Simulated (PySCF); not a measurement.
Compound: C6H10S.
Atom-mapped SMILES: `[CH3:1][C:2]1([CH3:3])[CH2:4][CH2:5][C:6]1=[S:7]`

Cartesian coordinates in Å at the GFN2-xTB level; atoms count from 1:
```
atom  x, y, z in Å
C1    -0.907    0.393    1.400
C2    -0.296    0.038    0.049
C3    -1.376   -0.079   -1.022
C4     0.938    0.884   -0.355
C5     1.822   -0.374   -0.277
C6     0.613   -1.168    0.108
S7     0.363   -2.718    0.457
H8    -0.134    0.471    2.161
H9    -1.433    1.343    1.334
H10   -1.611   -0.379    1.702
H11   -1.908    0.865   -1.121
H12   -2.085   -0.857   -0.749
H13   -0.936   -0.337   -1.983
H14    1.197    1.659    0.362
H15    0.868    1.322   -1.347
H16    2.600   -0.359    0.486
H17    2.278   -0.692   -1.215
```

Probes without a nucleus sit at each ring's centroid and 1 Å off its mean plane on both sides; NICS is minus the shielding there, NICSzz its component along the normal. Level: GIAO PBE0/pcSseg-1 (PySCF, non-relativistic, gas phase) on the GFN2-xTB geometry, one conformer.

Ring bond lengths (Å), with Mayer bond orders in brackets: C2–C4 1.550 (0.98), C4–C5 1.539 (1.07), C5–C6 1.497 (1.00), C6–C2 1.511 (0.88).

Give the NICS values of each ring in ppm.

```
       ring                                            type  NICS(0)  NICS(1), two faces  NICS(1)zz, two faces  rms pucker (Å)  centre to ring atoms, mean (Å)
C2–C4–C5–C6  4-membered carbocycle; formal bonds all single     11.6         -0.2 / -0.2             2.1 / 2.2            0.00                            1.08
```

What can be read from them?

- C2–C4–C5–C6: mean NICS(1)zz 2.2 ppm, near zero. C2, C4, C5 have four or more neighbours; no verdict on aromaticity is drawn. NICS(0) lies 12 ppm above the mean NICS(1).

What field does 9.4 T along the ring normal induce along that normal at the second NICS(1) probe listed for ring C2–C4–C5–C6, 1 Å off the ring?

NICSzz × B0 = 2.2 ppm × 9.4 T = 21 μT, along the applied field.

List the ring angles and the Hirshfeld charges of the ring atoms.

- C2–C4–C5–C6: C2 88.1° (+0.019 e), C4 89.9° (-0.073 e), C5 89.0° (-0.075 e), C6 93.0° (+0.051 e); sum 360.0° against 360° for a flat convex ring.

What are the shieldings of the ring atoms and their hydrogens in the same run (means over atoms taken as equivalent)?

```
   atoms                environment  σ isotropic (ppm)
      C2  four-membered-ring carbon              125.6
      C4  four-membered-ring carbon              154.2
      C5  four-membered-ring carbon              139.4
      C6        thiocarbonyl carbon             -113.6
H14 (×2)         methylene hydrogen              29.36
H16 (×2)         methylene hydrogen              28.41
```
